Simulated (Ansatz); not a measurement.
B₄F⁻, relaxed as a singlet with RKS PBE-D4/def2-SVPD in Ansatz, starting from the GFN2-xTB geometry. Force threshold 0.02 eV/Å.

The restricted singlet is unstable towards broken spin symmetry in Hartree–Fock (as tested in another run); at PBE-D4/def2-SVPD this wasn't settled. The highest occupied level of the charge -1 singlet lies above zero (up to 0.40 eV). The electron is either unbound and held by the finite basis, or the level is raised by self-interaction error. Another isomer (singlet) lies 2.32 eV lower at PBE0-D4/def2-TZVPD; other spin states weren't run for this one.

Start:

```xyz
5

B    -0.1384   -1.7666    2.3180
B     0.1903    0.9730   -1.0955
B    -0.0261   -0.0073   -0.0279
B    -0.3337   -1.0650    1.0018
F     0.3078    1.8660   -2.1964
```

Q: Estimate the energy that the relaxation releases and the steps that it takes.

A: 12.2 kcal/mol, in 11 steps; 13 s on 4 threads of Arm Neoverse V1 on a shared host. The force fell under the threshold at step 10, but the optimiser went on. No frequencies were taken in this run, so the end may be a saddle point.

Q: Does the start keep its bonding?

A: By distances, no bond broke or formed. The bond that changes most is B1–B4, from 1.50 to 1.66 Å (atoms count from 1).

Q: Predict the relaxed structure.

A: 
Cartesian coordinates in Å:
```
B -0.2707 -1.9641 2.3939
B 0.1600 1.0177 -1.2087
B 0.0305 0.0558 -0.0312
B -0.1901 -0.9603 1.0780
F 0.2702 1.8509 -2.2320
```
Bond lengths: 3 × B–B 1.52 to 1.66 Å; 1 × B–F 1.32 Å.
